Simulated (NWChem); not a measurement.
Program: NWChem. System: 1,1,1-trifluoroethane (C₂H₃F₃), charge 0, spin multiplicity 1, at a geometry optimised with PBE0/def2-SVP. Level: CCSD(T)/cc-pVDZ, 5 core orbitals frozen.

Input file:

```
start mol
memory heap 100 mb stack 700 mb global 1900 mb
geometry units angstroms nocenter noautoz
  C     -1.462909    -0.119424     0.000000
  C      0.030948     0.002528     0.000000
  F      0.470710     0.662454     1.077264
  F      0.470710     0.662454    -1.077264
  F      0.622526    -1.197236     0.000000
  H     -1.785839    -0.664706     0.895805
  H     -1.785839    -0.664706    -0.895805
  H     -1.912071     0.881740     0.000000
  symmetry group Cs
end
basis spherical
  * library cc-pvdz
end
scf
  rhf
  nopen 0
  maxiter 100
  thresh 1e-7
  semidirect memsize 60000000 filesize 0
end
ccsd
  freeze core 5
  maxiter 60
end
task ccsd(t) energy
```

NWChem printed:

```
             Northwest Computational Chemistry Package (NWChem) 7.3.0
             --------------------------------------------------------

                                NWChem Input Module
                                -------------------

 Scaling coordinates for geometry "geometry" by  1.889725989
 (inverse scale =  0.529177249)

 Turning off AUTOSYM since
 SYMMETRY directive was detected!

                             Geometry "geometry" -> ""
                             -------------------------

 Output coordinates in angstroms (scale by  1.889725989 to convert to a.u.)

  No.       Tag          Charge          X              Y              Z
 ---- ---------------- ---------- -------------- -------------- --------------
    1 C                    6.0000    -1.46290900    -0.11942400     0.00000000
    2 C                    6.0000     0.03094800     0.00252800     0.00000000
    3 F                    9.0000     0.47071000     0.66245400     1.07726400
    4 F                    9.0000     0.47071000     0.66245400    -1.07726400
    5 F                    9.0000     0.62252600    -1.19723600     0.00000000
    6 H                    1.0000    -1.78583900    -0.66470600     0.89580500
    7 H                    1.0000    -1.78583900    -0.66470600    -0.89580500
    8 H                    1.0000    -1.91207100     0.88174000     0.00000000

 Effective nuclear repulsion energy (a.u.)     202.2790277735

            Nuclear Dipole moment (a.u.)
            ----------------------------
        X                 Y               Z
 ---------------- ---------------- ----------------
    -0.0000018897     0.0000000000     0.0000000000

      Symmetry information
      --------------------

 Group name             Cs
 Group number              2
 Group order               2
 No. of unique centers     6

      Symmetry unique atoms

     1    2    3    5    6    8


 Summary of "ao basis" -> "" (spherical)
 ------------------------------------------------------------------------------
       Tag                 Description            Shells   Functions and Types
 ---------------- ------------------------------  ------  ---------------------
 *                          cc-pvdz                   on all atoms

 Summary of "ao basis" -> "ao basis" (spherical)
 ------------------------------------------------------------------------------
       Tag                 Description            Shells   Functions and Types
 ---------------- ------------------------------  ------  ---------------------
 C                          cc-pvdz                  6       14   3s2p1d
 F                          cc-pvdz                  6       14   3s2p1d
 H                          cc-pvdz                  3        5   2s1p

                                 NWChem SCF Module
                                 -----------------

  ao basis        = "ao basis"
  functions       =    85
  atoms           =     8
  closed shells   =    21
  open shells     =     0
  charge          =   0.00
  wavefunction    = RHF
  use symmetry    = T
  symmetry adapt  = T

 Summary of "ao basis" -> "ao basis" (spherical)
 ------------------------------------------------------------------------------
       Tag                 Description            Shells   Functions and Types
 ---------------- ------------------------------  ------  ---------------------
 C                          cc-pvdz                  6       14   3s2p1d
 F                          cc-pvdz                  6       14   3s2p1d
 H                          cc-pvdz                  3        5   2s1p

      Symmetry analysis of basis
      --------------------------

        a'         53
        a"         32

 Forming initial guess at       0.0s

      Superposition of Atomic Density Guess
      -------------------------------------

 Sum of atomic energies:        -374.98172778

      Non-variational initial energy
      ------------------------------

 Total energy =    -376.823334
 1-e energy   =    -922.652008
 2-e energy   =     343.549646
 HOMO         =      -0.439031
 LUMO         =       0.132706

      Symmetry analysis of molecular orbitals - initial
      -------------------------------------------------

  Numbering of irreducible representations:

     1 a'          2 a"

  Orbital symmetries:

     1 a'          2 a"          3 a'          4 a'          5 a'
     6 a'          7 a"          8 a'          9 a'         10 a'
    11 a'         12 a"         13 a'         14 a"         15 a'
    16 a"         17 a'         18 a"         19 a'         20 a"
    21 a'         22 a'         23 a"         24 a'         25 a'
    26 a'         27 a"         28 a'         29 a"         30 a'
    31 a'

 Starting SCF solution at       0.8s

 ----------------------------------------------
         Quadratically convergent ROHF

 Convergence threshold     :          1.000E-07
 Maximum no. of iterations :          100
 Final Fock-matrix accuracy:          1.000E-09
 ----------------------------------------------

              iter       energy          gnorm     gmax       time
             ----- ------------------- --------- --------- --------
                 1     -375.7160546682  1.53D+00  3.45D-01      0.8
                 2     -375.8303800333  3.35D-01  9.36D-02      0.9
                 3     -375.8402442140  2.29D-02  4.68D-03      1.0
                 4     -375.8402928347  1.56D-04  3.50D-05      1.1
                 5     -375.8402928371  1.08D-08  2.58D-09      1.4

       Final RHF  results
       ------------------

         Total SCF energy =   -375.840292837145
[...]
 ****************************************************************************
              the segmented parallel ccsd program:    1 nodes
 ****************************************************************************

 level of theory    ccsd(t)
 number of core         5
 number of occupied    16
 number of virtual     64
 number of deleted      0
 total functions       85
 number of shells      39
 basis label          566

   ***** ccsd parameters *****
   iprt   =     0
   convi  =  0.100E-05
   maxit  =    60
   mxvec  =     5
 memory            104838628
  Using  1 OpenMP thread(s) in CCSD
  IO offset    20.000000000000000
  IO error message >End of File
  file_read_ga: failing reading from ./mol.t2
  Failed reading restart vector from ./mol.t2
  Using MP2 initial guess vector

-------------------------------------------------------------------------
 iter     correlation     delta       rms       T2     Non-T2      Main
             energy      energy      error      ampl     ampl      Block
                                                time     time      time
-------------------------------------------------------------------------
   1     -0.8370415014 -8.370D-01  2.342D-02     9.09     0.01     8.59
   2     -0.8549626327 -1.792D-02  8.749D-02     9.02     0.01     8.63
   3     -0.8555727378 -6.101D-04  7.748D-03    12.91     0.01    12.31
   4     -0.8576006548 -2.028D-03  1.345D-03    12.63     0.01    12.19
   5     -0.8578230016 -2.223D-04  1.129D-03     7.90     0.01     7.51
   6     -0.8578289606 -5.959D-06  3.548D-04     8.05     0.00     7.64
   7     -0.8578289331  2.746D-08  1.447D-04    10.88     0.00    10.47
   8     -0.8578285508  3.823D-07  4.575D-05     8.80     0.01     8.37
   9     -0.8578277925  7.583D-07  1.180D-05     8.69     0.01     8.27
  10     -0.8578279853 -1.928D-07  1.795D-06     8.86     0.01     8.43
  11     -0.8578281175 -1.322D-07  5.908D-07     8.81     0.00     8.40
                  *************converged*************
-------------------------------------------------------------------------

 -----------
 CCSD Energy
 -----------
 Reference energy:            -375.840292837144716
 CCSD corr. energy:             -0.857828117478970
 Total CCSD energy:           -376.698120954623676

 --------------------------------
 Spin Component Scaled (SCS) CCSD
 --------------------------------
 Same spin contribution:                 -0.198539483124887
 Same spin scaling factor:                1.130000000000000
 Opposite spin contribution:             -0.659288634354083
 Opposite spin scaling fact.:             1.270000000000000
 SCS-CCSD correlation energy:            -1.061646181560808
 Total SCS-CCSD energy:                -376.901939018705548
 memory            104838628

*********triples calculation*********

nkpass=    1; nvpass=    1; memdrv=         374848; memtrn=         807573; memavail=      104837588
 memory available/node                      104837588
 total number of virtual orbitals        64
 number of virtuals per integral pass    64
 number of integral evaluations           1
 number of occupied per triples pass     16
 number of triples passes                 1

 commencing integral evaluation        1 at         109.54
  symmetry use  T
task         3 out of       780 done   0%  at       0.0 secs
task        39 out of       780 done   5%  at       0.3 secs
task        78 out of       780 done  10%  at       0.7 secs
task       117 out of       780 done  15%  at       0.9 secs
task       156 out of       780 done  20%  at       1.0 secs
task       195 out of       780 done  25%  at       1.4 secs
task       234 out of       780 done  30%  at       1.7 secs
task       273 out of       780 done  35%  at       1.8 secs
task       312 out of       780 done  40%  at       2.1 secs
task       351 out of       780 done  45%  at       2.4 secs
task       390 out of       780 done  50%  at       2.8 secs
task       437 out of       780 done  56%  at       3.0 secs
task       468 out of       780 done  60%  at       3.2 secs
task       511 out of       780 done  65%  at       3.3 secs
task       546 out of       780 done  70%  at       3.4 secs
task       585 out of       780 done  75%  at       3.6 secs
task       626 out of       780 done  80%  at       3.6 secs
task       664 out of       780 done  85%  at       3.8 secs
task       703 out of       780 done  90%  at       3.9 secs
task       741 out of       780 done  95%  at       4.1 secs
task       780 out of       780 done 100%  at       4.2 secs
 commencing triples evaluation - blocking       1
 ccsd(t): done        1 out of       64 progress:    1.6%
 ccsd(t): done        2 out of       64 progress:    3.1%
 ccsd(t): done        3 out of       64 progress:    4.7%
 ccsd(t): done        4 out of       64 progress:    6.2%
 ccsd(t): done        5 out of       64 progress:    7.8%
 ccsd(t): done        6 out of       64 progress:    9.4%
 ccsd(t): done        7 out of       64 progress:   10.9%
 ccsd(t): done        8 out of       64 progress:   12.5%
 ccsd(t): done        9 out of       64 progress:   14.1%
 ccsd(t): done       10 out of       64 progress:   15.6%
 ccsd(t): done       11 out of       64 progress:   17.2%
 ccsd(t): done       12 out of       64 progress:   18.8%
 ccsd(t): done       13 out of       64 progress:   20.3%
 ccsd(t): done       14 out of       64 progress:   21.9%
 ccsd(t): done       15 out of       64 progress:   23.4%
 ccsd(t): done       16 out of       64 progress:   25.0%
 ccsd(t): done       17 out of       64 progress:   26.6%
 ccsd(t): done       18 out of       64 progress:   28.1%
 ccsd(t): done       19 out of       64 progress:   29.7%
 ccsd(t): done       20 out of       64 progress:   31.2%
 ccsd(t): done       21 out of       64 progress:   32.8%
 ccsd(t): done       22 out of       64 progress:   34.4%
 ccsd(t): done       23 out of       64 progress:   35.9%
 ccsd(t): done       24 out of       64 progress:   37.5%
 ccsd(t): done       25 out of       64 progress:   39.1%
 ccsd(t): done       26 out of       64 progress:   40.6%
 ccsd(t): done       27 out of       64 progress:   42.2%
 ccsd(t): done       28 out of       64 progress:   43.8%
 ccsd(t): done       29 out of       64 progress:   45.3%
 ccsd(t): done       30 out of       64 progress:   46.9%
 ccsd(t): done       31 out of       64 progress:   48.4%
 ccsd(t): done       32 out of       64 progress:   50.0%
 ccsd(t): done       33 out of       64 progress:   51.6%
 ccsd(t): done       34 out of       64 progress:   53.1%
 ccsd(t): done       35 out of       64 progress:   54.7%
 ccsd(t): done       36 out of       64 progress:   56.2%
 ccsd(t): done       37 out of       64 progress:   57.8%
 ccsd(t): done       38 out of       64 progress:   59.4%
 ccsd(t): done       39 out of       64 progress:   60.9%
 ccsd(t): done       40 out of       64 progress:   62.5%
 ccsd(t): done       41 out of       64 progress:   64.1%
 ccsd(t): done       42 out of       64 progress:   65.6%
 ccsd(t): done       43 out of       64 progress:   67.2%
 ccsd(t): done       44 out of       64 progress:   68.8%
 ccsd(t): done       45 out of       64 progress:   70.3%
 ccsd(t): done       46 out of       64 progress:   71.9%
 ccsd(t): done       47 out of       64 progress:   73.4%
 ccsd(t): done       48 out of       64 progress:   75.0%
 ccsd(t): done       49 out of       64 progress:   76.6%
 ccsd(t): done       50 out of       64 progress:   78.1%
 ccsd(t): done       51 out of       64 progress:   79.7%
 ccsd(t): done       52 out of       64 progress:   81.2%
 ccsd(t): done       53 out of       64 progress:   82.8%
 ccsd(t): done       54 out of       64 progress:   84.4%
 ccsd(t): done       55 out of       64 progress:   85.9%
 ccsd(t): done       56 out of       64 progress:   87.5%
 ccsd(t): done       57 out of       64 progress:   89.1%
 ccsd(t): done       58 out of       64 progress:   90.6%
 ccsd(t): done       59 out of       64 progress:   92.2%
 ccsd(t): done       60 out of       64 progress:   93.8%
 ccsd(t): done       61 out of       64 progress:   95.3%
 ccsd(t): done       62 out of       64 progress:   96.9%
 ccsd(t): done       63 out of       64 progress:   98.4%
 ccsd(t): done       64 out of       64 progress:  100.0%
 Time for integral evaluation pass     1        4.29
 Time for triples evaluation pass      1       20.95

 pseudo-e(mp4)  -0.19632912500087E-01
 pseudo-e(mp5)   0.15841748746484E-02
        e(t)    -0.18048737625439E-01

 --------------
 CCSD(T) Energy
 --------------
 Reference energy:                    -375.840292837144716

 CCSD corr. energy:                     -0.857828117478970
 T(CCSD) corr. energy:                  -0.019632912500087
 Total CCSD+T(CCSD) energy:           -376.717753867123747

 CCSD corr. energy:                     -0.857828117478970
 (T) corr. energy:                      -0.018048737625439
 Total CCSD(T) energy:                -376.716169692249139

 routine      calls  cpu(0)   cpu-min  cpu-ave  cpu-max   i/o
 aoccsd          1     0.04     0.04     0.04     0.04    0.00
 iterdrv         1     0.04     0.04     0.04     0.04    0.00
 pampt          11     0.20     0.20     0.20     0.20    0.00
 t2pm           11     0.33     0.33     0.33     0.33    0.00
 sxy            11     1.00     1.00     1.00     1.00    0.00
 ints      6684876    69.49    69.49    69.49    69.49    0.00
 t2eri        8580    26.03    26.03    26.03    26.03    0.00
 idx2         8580     2.80     2.80     2.80     2.80    0.00
 idx34          11     0.25     0.25     0.25     0.25    0.00
 ht2pm          11     0.46     0.46     0.46     0.46    0.00
 itm            11     3.86     3.86     3.86     3.86    0.00
 pdiis          11     0.05     0.05     0.05     0.05    0.00
 triples         1     0.00     0.00     0.00     0.00    0.00
 rdtrpo          1     0.03     0.03     0.03     0.03    0.00
 trpmos          1     4.29     4.29     4.29     4.29    0.00
 trpdrv          1     2.34     2.34     2.34     2.34    0.00
 dovvv      278528     8.19     8.19     8.19     8.19    0.00
 doooo      278528     2.36     2.36     2.36     2.36    0.00
 tengy      262144     7.86     7.86     7.86     7.86    0.00
 Total               129.63   129.63   129.63   129.63    0.00

 Task  times  cpu:      136.2s     wall:      136.2s

 Total times  cpu:      136.2s     wall:      136.2s
```
